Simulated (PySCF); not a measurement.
**Al2HSF5**

The system: Al2HSF5, a molecule; neutral, singlet. The structure, one conformer, was relaxed in the gas phase by PBE0-D3(BJ)/def2-SVP. No frequency run checks that it is a minimum.

SMILES: [F][Al-]1([F])[F+][Al-]([F])([SH])[F+]1

| atom | x (Å) | y (Å) | z (Å) |
| --- | --- | --- | --- |
| F1 | -2.372 | -1.622 | -0.314 |
| Al2 | -0.736 | -1.682 | -0.146 |
| F3 | 0.141 | -3.071 | -0.116 |
| F4 | 0.045 | -0.430 | -1.189 |
| Al5 | 0.606 | 0.751 | 0.094 |
| F6 | 2.245 | 0.599 | 0.260 |
| S7 | -0.426 | 2.646 | 0.068 |
| F8 | -0.205 | -0.523 | 1.133 |
| H9 | 0.745 | 3.310 | 0.202 |

Shieldings: GIAO PBE0/pcSseg-1. Shifts are against computed references at the same level: H TMS (σ 31.27 ppm). Core levels by delta-SCF with SCAN, pcX-2 on the ionised atom and pcseg-1 elsewhere, spin-free X2C (2p3/2 is the spin-free 2p value less a third of a first-order spin-orbit splitting); from the vacuum level, for chosen atoms.

Task: Give the shieldings and core levels atom by atom.

Result: 
```tsv
atoms	bonded to	σ (ppm)	δ (ppm)	core level (eV)
F1	1 Al	387.9	-	1s 692.82
Al2	4 F	526.6	-	-
F3	1 Al	388.1	-	-
F4 F8	2 Al	354.1	-	1s 694.94
Al5	3 F + 1 S	479.8	-	2p3/2 83.21
F6	1 Al	354.2	-	1s 692.48
S7	1 Al + 1 H	818.2	-	2p3/2 170.18
H9	1 S	31.03	0.24	-
```

Values are those of this one static structure; atoms that internal rotation interchanges would show their mean in an NMR spectrum.

Task: By CAM-B3LYP/def2-SVPD (TDDFT singlets, Tamm-Dancoff triplets, ionisation by delta-SCF), where does absorption start, and what does vertical ionisation take?

Result: The lowest singlet lies at 6.15 eV (f 0.055), the strongest of the first 6 at 7.95 eV (f 0.151), the lowest triplet at 5.74 eV; vertical ionisation takes 10.93 eV.
